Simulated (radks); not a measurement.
Valence configurations of Nd II (all share [Xe]). Calculated with a radial shooting solver on a logarithmic mesh with Libxc functionals: scalar-relativistic Kohn-Sham, LDA (Slater exchange, Perdew-Wang correlation), spin-unpolarised, spherical densities, point nucleus. Energies are relative to 4f4 6s1; eigenvalues in eV.

valence              E (eV)    e(4f)    e(5d)   e(6p)    e(6s)
4f4 6s1               0.000   -7.917        -       -   -8.450
4f3 6s1 6p1           6.018  -16.659        -  -6.862  -10.497
4f3 5d1 6s1           2.375  -13.266   -8.778       -   -9.022
4f5                   2.540   -3.121        -       -        -
4f3.5 5d0.5 6s1       0.672  -10.431   -8.145       -   -8.745
4f4.5 6s0.5           0.825   -5.045        -       -   -7.748
4f4 6s0.5 6p0.5       1.537   -8.487        -  -5.701   -8.783
4f4 6p1               3.084   -9.045        -  -5.979        -
4f2.5 5d1 6s1 6p0.5   7.173  -18.080  -10.617  -6.457  -10.032
4f3.5 6s1.5           0.436  -11.473        -       -   -9.174

NIST lists [Xe] 4f4 6s1 as the ground configuration; this level of theory agrees among the configurations tried. The energies are those of spherical spin-averaged densities, not of single terms.
